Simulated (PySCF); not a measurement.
HCl₃OZr, charge -1, doublet, at the geometry of the source list (the multiplicity is a formal guess) (all electrons, no relativity); PySCF with M06L/3-21G.

The PySCF input:
```python
from pyscf import gto, scf, dft

mol = gto.M(
    atom='''
Zr    0.257200   -0.080600   -0.012700
Cl    2.118100    0.967600   -0.762600
Cl    0.947900   -0.886800    1.988100
Cl    0.233500   -1.956500   -1.279100
O    -1.323900    0.824000    0.013400
H    -2.232800    1.132300    0.052700
''',
    basis='3-21g',
    charge=-1,
    spin=1,
    verbose=4,
)

mf = dft.UKS(mol)
mf.xc = 'm06l'
mf.grids.level = 0
mf.kernel()
mf.analyze()
```

**Question.** Predict the main parts of the log of this PySCF run.

**Answer.** 
```
PySCF version 2.14.0

[INPUT] verbose = 4
[INPUT] num. atoms = 6
[INPUT] num. electrons = 101
[INPUT] charge = -1
[INPUT] spin (= nelec alpha-beta = 2S) = 1
[INPUT] symmetry False subgroup None
[INPUT] Mole.unit = angstrom
[INPUT] Symbol           X                Y                Z      unit          X                Y                Z       unit  Magmom
[...]
nuclear repulsion = 780.729792276063
number of shells = 42
number of NR pGTOs = 180
number of NR cGTOs = 86
basis = 3-21g
ecp = {}

******** <class 'pyscf.dft.uks.UKS'> ********
method = UKS
initial guess = minao
damping factor = 0
level_shift factor = 0
DIIS = <class 'pyscf.scf.diis.CDIIS'>
diis_start_cycle = 1
diis_space = 8
diis_damp = 0
SCF conv_tol = 1e-09
SCF conv_tol_grad = None
SCF max_cycles = 50
direct_scf = True
direct_scf_tol = 1e-13
number electrons alpha = 51  beta = 50
XC library pyscf.dft.libxc version 7.1.2
    S. Lehtola, C. Steigemann, M. J. T. Oliveira, and M. A. L. Marques,  SoftwareX 7, 1–5 (2018)
XC functionals = m06l
    Y. Zhao and D. G. Truhlar,  J. Chem. Phys. 125, 194101 (2006)
    Y. Zhao and D. G. Truhlar,  J. Chem. Phys. 125, 194101 (2006)
    Y. Zhao and D. G. Truhlar,  Theor. Chem. Acc. 120, 215 (2008)
radial grids:
    Treutler-Ahlrichs [JCP 102, 346 (1995); DOI:10.1063/1.469408] (M4) radial grids

becke partition: Becke, JCP 88, 2547 (1988); DOI:10.1063/1.454033
pruning grids: <function nwchem_prune>
grids dens level: 0
symmetrized grids: False
atomic radii adjust function: <function treutler_atomic_radii_adjust>
small_rho_cutoff = 0
Set gradient conv threshold to 3.16228e-05
tot grids = 9424
init E= -4968.56832157063

cycle= 1 E= -4973.55944048426  delta_E= -4.99  |g|= 0.618  |ddm|= 2.24
cycle= 2 E= -4973.11278029476  delta_E= 0.447  |g|=  1.1  |ddm|= 4.04
cycle= 3 E= -4973.6906751638  delta_E= -0.578  |g|= 0.216  |ddm|= 3.36
cycle= 4 E= -4973.71811751119  delta_E= -0.0274  |g|= 0.105  |ddm|= 1.33
cycle= 5 E= -4973.63923471013  delta_E= 0.0789  |g|= 0.247  |ddm|= 3.22
cycle= 6 E= -4973.72425072628  delta_E= -0.085  |g|= 0.0513  |ddm|= 3.17
cycle= 7 E= -4973.72568266283  delta_E= -0.00143  |g|= 0.0288  |ddm|= 0.167
cycle= 8 E= -4973.63895495009  delta_E= 0.0867  |g|= 0.228  |ddm|= 3.48
cycle= 9 E= -4973.63918189935  delta_E= -0.000227  |g|= 0.228  |ddm|= 0.00833
cycle= 10 E= -4973.63924039848  delta_E= -5.85e-05  |g|= 0.227  |ddm|= 0.0124
cycle= 11 E= -4973.64241087236  delta_E= -0.00317  |g|= 0.222  |ddm|= 0.115
cycle= 12 E= -4973.65876868262  delta_E= -0.0164  |g|= 0.197  |ddm|= 0.606
cycle= 13 E= -4973.70098079009  delta_E= -0.0422  |g|= 0.107  |ddm|= 1.47
cycle= 14 E= -4973.72589714598  delta_E= -0.0249  |g|= 0.0161  |ddm|= 1.81
cycle= 15 E= -4973.72608529663  delta_E= -0.000188  |g|= 0.0195  |ddm|= 0.342
cycle= 16 E= -4973.72625532333  delta_E= -0.00017  |g|= 0.0125  |ddm|= 0.202
cycle= 17 E= -4973.72621899534  delta_E= 3.63e-05  |g|= 0.0146  |ddm|= 0.258
cycle= 18 E= -4973.72641520219  delta_E= -0.000196  |g|= 0.00575  |ddm|= 0.165
cycle= 19 E= -4973.72643938347  delta_E= -2.42e-05  |g|= 0.00236  |ddm|= 0.0706
cycle= 20 E= -4973.72628239936  delta_E= 0.000157  |g|= 0.00538  |ddm|= 0.214
cycle= 21 E= -4973.72644268312  delta_E= -0.00016  |g|= 0.00111  |ddm|= 0.143
cycle= 22 E= -4973.72644820214  delta_E= -5.52e-06  |g|= 0.000184  |ddm|= 0.0291
cycle= 23 E= -4973.72644835385  delta_E= -1.52e-07  |g|= 2.93e-05  |ddm|= 0.00751
cycle= 24 E= -4973.7264483557  delta_E= -1.85e-09  |g|= 2.9e-05  |ddm|= 0.000428
cycle= 25 E= -4973.7264483604  delta_E= -4.7e-09  |g|= 1.37e-05  |ddm|= 0.00125
cycle= 26 E= -4973.72644836264  delta_E= -2.24e-09  |g|= 1.34e-05  |ddm|= 0.000593
cycle= 27 E= -4973.72644836444  delta_E= -1.8e-09  |g|= 9.75e-06  |ddm|= 0.000353
cycle= 28 E= -4973.72644836504  delta_E= -6.01e-10  |g|= 1.92e-05  |ddm|= 0.00103
Extra cycle  E= -4973.72644822134  delta_E= 1.44e-07  |g|= 0.000168  |ddm|= 0.00718
SCF not converged.
SCF energy = -4973.72644822134 after 50 cycles  <S^2> = 0.7518476  2S+1 = 2.0018467
[...]
Total Energy =                       -4973.726448221340434
[...]
spin_pop of  0 Zr 4s        0.00004
spin_pop of  0 Zr 5s        0.00643
spin_pop of  0 Zr 6s        0.00169
spin_pop of  0 Zr 2px      -0.00000
spin_pop of  0 Zr 2py       0.00000
spin_pop of  0 Zr 2pz      -0.00000
spin_pop of  0 Zr 3px      -0.00000
spin_pop of  0 Zr 3py      -0.00000
spin_pop of  0 Zr 3pz      -0.00000
spin_pop of  0 Zr 4px      -0.00001
spin_pop of  0 Zr 4py       0.00009
spin_pop of  0 Zr 4pz       0.00002
spin_pop of  0 Zr 5px       0.00085
spin_pop of  0 Zr 5py       0.00275
spin_pop of  0 Zr 5pz       0.00110
spin_pop of  0 Zr 6px       0.00022
spin_pop of  0 Zr 6py       0.00726
spin_pop of  0 Zr 6pz       0.00120
spin_pop of  0 Zr 3dxy      0.00000
spin_pop of  0 Zr 3dyz      0.00000
spin_pop of  0 Zr 3dz^2     0.00001
spin_pop of  0 Zr 3dxz      0.00000
spin_pop of  0 Zr 3dx2-y2    0.00000
spin_pop of  0 Zr 4dxy      0.02125
spin_pop of  0 Zr 4dyz      0.25876
spin_pop of  0 Zr 4dz^2     0.36488
spin_pop of  0 Zr 4dxz      0.02588
spin_pop of  0 Zr 4dx2-y2    0.22139
spin_pop of  0 Zr 5dxy      0.00029
spin_pop of  0 Zr 5dyz      0.00055
spin_pop of  0 Zr 5dz^2     0.00034
spin_pop of  0 Zr 5dxz      0.00017
spin_pop of  0 Zr 5dx2-y2    0.00121
spin_pop of  1 Cl 1s        0.00000
spin_pop of  1 Cl 2s        0.00000
spin_pop of  1 Cl 3s        0.00243
spin_pop of  1 Cl 4s        0.00056
spin_pop of  1 Cl 2px       0.00000
spin_pop of  1 Cl 2py      -0.00000
spin_pop of  1 Cl 2pz       0.00000
spin_pop of  1 Cl 3px       0.01416
spin_pop of  1 Cl 3py       0.00035
spin_pop of  1 Cl 3pz      -0.00238
spin_pop of  1 Cl 4px       0.00151
spin_pop of  1 Cl 4py       0.00000
spin_pop of  1 Cl 4pz       0.00014
spin_pop of  2 Cl 1s        0.00000
spin_pop of  2 Cl 2s       -0.00000
spin_pop of  2 Cl 3s        0.00044
spin_pop of  2 Cl 4s        0.00012
spin_pop of  2 Cl 2px       0.00000
spin_pop of  2 Cl 2py       0.00000
spin_pop of  2 Cl 2pz      -0.00000
spin_pop of  2 Cl 3px      -0.00563
spin_pop of  2 Cl 3py       0.04205
spin_pop of  2 Cl 3pz      -0.00641
spin_pop of  2 Cl 4px       0.00003
spin_pop of  2 Cl 4py       0.00117
spin_pop of  2 Cl 4pz       0.00006
spin_pop of  3 Cl 1s        0.00000
spin_pop of  3 Cl 2s       -0.00000
spin_pop of  3 Cl 3s        0.00011
spin_pop of  3 Cl 4s        0.00005
spin_pop of  3 Cl 2px       0.00000
spin_pop of  3 Cl 2py       0.00000
spin_pop of  3 Cl 2pz      -0.00000
spin_pop of  3 Cl 3px      -0.00462
spin_pop of  3 Cl 3py       0.01920
spin_pop of  3 Cl 3pz       0.02060
spin_pop of  3 Cl 4px      -0.00006
spin_pop of  3 Cl 4py       0.00076
spin_pop of  3 Cl 4pz       0.00032
spin_pop of  4 O 1s        0.00000
spin_pop of  4 O 2s       -0.00071
spin_pop of  4 O 3s        0.00013
spin_pop of  4 O 2px      -0.00204
spin_pop of  4 O 2py       0.00493
spin_pop of  4 O 2pz      -0.00523
spin_pop of  4 O 3px       0.00009
spin_pop of  4 O 3py       0.00030
spin_pop of  4 O 3pz       0.00011
spin_pop of  5 H 1s        0.00095
spin_pop of  5 H 2s        0.00014
 ** Mulliken Spin Density (per atom)  **
spin density of  0 Zr =      0.91637
spin density of  1 Cl =      0.01678
spin density of  2 Cl =      0.03183
spin density of  3 Cl =      0.03636
spin density of  4 O =     -0.00243
spin density of  5 H =      0.00109
 ** Mulliken pop alpha/beta on meta-lowdin orthogonal AOs **
 ** Mulliken pop       alpha | beta **
In total            51.00000 | 50.00000
 ** Mulliken atomic charges   ( Nelec_alpha | Nelec_beta ) **
charge of  0Zr =      0.66276  (    20.12680     19.21044 )
charge of  1Cl =     -0.47687  (     8.74682      8.73005 )
charge of  2Cl =     -0.47742  (     8.75463      8.72279 )
charge of  3Cl =     -0.47521  (     8.75579      8.71942 )
charge of  4O =     -0.54380  (     4.27069      4.27312 )
charge of  5H =      0.31054  (     0.34527      0.34418 )

WARN: System has nonzero charge -1; the dipole moment is origin-dependent.
Location of origin: [0. 0. 0.]

Dipole moment(X, Y, Z, Debye): -7.44774,  4.40045,  0.09169
```

Convergence was not reached.
